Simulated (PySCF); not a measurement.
## Kr⁺: ionisation energy

Kr⁺ [Ar] 3d10 4s2 4p5 (2P) → Kr²⁺ [Ar] 3d10 4s2 4p4 (3P), as a difference of total energies. All numbers are calculated (PySCF 2.14, a scalar-relativistic core potential, in aug-cc-pVQZ-PP with ECP10MDF (7s6p5d3f2g, 89 functions)). Correlated levels: valence: 3s2 3p6 3d10 frozen. The calculations carry no spin-orbit coupling.

| method | ionisation energy (eV) | difference from reference (eV) |
| --- | --- | --- |
| UHF | 23.232 | -1.128 |
| LDA | 24.551 | +0.191 |
| PBE | 24.247 | -0.113 |
| PBE0 | 24.300 | -0.060 |
| r2SCAN | 24.397 | +0.037 |
| TPSSh | 24.316 | -0.044 |
| CAM-B3LYP | 24.425 | +0.065 |
| B97-3 | 24.301 | -0.059 |
| revPBE | 24.173 | -0.187 |
| MP2 (valence) | 24.202 | -0.158 |
| SCS-MP2 (valence) | 24.221 | -0.139 |

Reference: 24.360 eV (measured; NIST Atomic Spectra Database, ionization energies).

The reference lies between the lowest fine-structure levels, while these numbers refer to the centres of the terms.

Errors of the correlated levels include the incompleteness of this basis and the frozen core.
